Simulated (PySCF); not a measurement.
# Electron correlation in La³⁺ (lanthanum, charge +3)

[Xe], closed-shell 1S. All numbers are calculated (PySCF 2.14, the spin-free X2C one-electron Hamiltonian (Gaussian nucleus), in cc-pVDZ-X2C (8s7p5d3f1g, 84 functions)). Frozen: [Kr] 4d10; 8 electrons correlated.

```json
{"level": "CCSD", "correlation energy (mhartree)": "-183.95"}
{"level": "(T)", "correlation energy (mhartree)": "-4.60"}
{"level": "CCSD(T)", "correlation energy (mhartree)": "-188.55"}
```

Diagnostics: T1 = 0.0010, D1 = 0.0020, largest double amplitude 0.032.

Cost of the coupled-cluster step: roughly 2.6 core-seconds, for 8 correlated electrons.

Iterations:

```
CC2 = 0
CCSD nocc = 4, nmo = 61
frozen orbitals [0, 1, 2, 3, 4, 5, 6, 7, 8, 9, 10, 11, 12, 13, 14, 15, 16, 17, 18, 19, 20, 21, 22]
max_cycle = 100
direct = 0
conv_tol = 1e-08
conv_tol_normt = 1e-06
diis_space = 8
diis_start_cycle = 0
Init t2, MP2 energy = -8488.22577203098  E_corr(MP2) -0.164592489292046
Init E_corr(CCSD) = -0.16459248929257
cycle = 1  E_corr(CCSD) = -0.179934682416179  dE = -0.0153421931  norm(t1,t2) = 0.0218251
cycle = 2  E_corr(CCSD) = -0.183030456285391  dE = -0.00309577387  norm(t1,t2) = 0.00572064
cycle = 3  E_corr(CCSD) = -0.183965592950131  dE = -0.000935136665  norm(t1,t2) = 0.001629
cycle = 4  E_corr(CCSD) = -0.183956675097041  dE = 8.91785309e-06  norm(t1,t2) = 0.000105942
cycle = 5  E_corr(CCSD) = -0.183950494758187  dE = 6.18033885e-06  norm(t1,t2) = 1.46645e-05
cycle = 6  E_corr(CCSD) = -0.183950643565946  dE = -1.48807759e-07  norm(t1,t2) = 3.05508e-06
cycle = 7  E_corr(CCSD) = -0.183950642972416  dE = 5.93529947e-10  norm(t1,t2) = 4.89781e-07
CCSD converged
E(CCSD) = -8488.245130184658  E_corr = -0.1839506429724158
CCSD(T) correction = -0.00460027969485032
```
